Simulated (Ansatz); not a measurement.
A run for Ansatz (an electronic-structure program): R-PBE/def2-TZVPPD on H2 (SMILES [H][H]) with ghost functions. Files ending in .json are basis or fitting sets from the Basis Set Exchange.

Ansatz 0.2 input:
```yaml
crystal:
  periodic: [false, false, false]
  atoms:
    - {symbol: H, position_ang: [-0.00909885, 0.01021740, 2.66939591]}
    - {symbol: H, position_ang: [0.03620904, 0.04474657, 3.41524066]}
basis:
  gaussian:
    orbitals: def2-TZVPPD.json
    ghost_atoms:
      - {symbol: N, position_ang: [-0.16830280, -0.11107871, 0.05894854]}
      - {symbol: H, position_ang: [-0.71802035, 0.65433337, -0.31429289]}
      - {symbol: H, position_ang: [0.74830942, -0.06501368, -0.37131819]}
      - {symbol: H, position_ang: [-0.60370280, -0.97437965, -0.24516429]}
hamiltonian:
  xc: {name: PBE}
scf: {lower_state_search: off}
```

Question: Give the final energy of this run.

Answer: -1.1662 hartree.
